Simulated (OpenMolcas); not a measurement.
# GeF2 (SMILES [F][Ge][F]): entropy by statistical mechanics

A singlet with charge 0, relaxed at HF/pc-0 (OpenMolcas 26.06):

```xyz
3

Ge    0.0051   -0.0078   -0.7945
F     1.2747   -0.0180    0.4056
F    -1.2798    0.0258    0.3889
```

Harmonic wavenumbers in cm⁻¹: 321, 748, 777.

Masses in u: Ge 72.63, F 18.998. Take T = 298.15 K, p = 1 bar, R = 8.3145 J/(mol K), kT/hc = 207.22 cm⁻¹, rigid rotor and harmonic oscillator.

Question: Work out S° at 298 K.

Answer: 
1. Translation (Sackur–Tetrode): S = R[3/2 ln M + 5/2 ln T − 1.1517] with M = 110.626 gives 167.5 J/(mol K).
2. Rotation: principal moments 35.435, 62.006, 97.441 u Å² give A, B, C = 0.4757, 0.2719, 0.173 cm⁻¹; the symmetry number is σ = 2; q = (√π/σ)√((kT/hc)³/ABC) = 17673; S = R(ln q + 3/2) = 93.8.
3. Vibration: with u = ν̃/207.22, each mode gives R[u/(eᵘ − 1) − ln(1 − e⁻ᵘ)]; the sum is 7.5, most from 321 cm⁻¹ (5.5), 748 cm⁻¹ (1.1), 777 cm⁻¹ (0.9).
4. Electronic: R ln 1 = 0.0, from the spin multiplicity alone.
5. Sum: 167.5 + 93.8 + 7.5 + 0.0 = 268.8 J/(mol K).

No measured value is set beside it here.
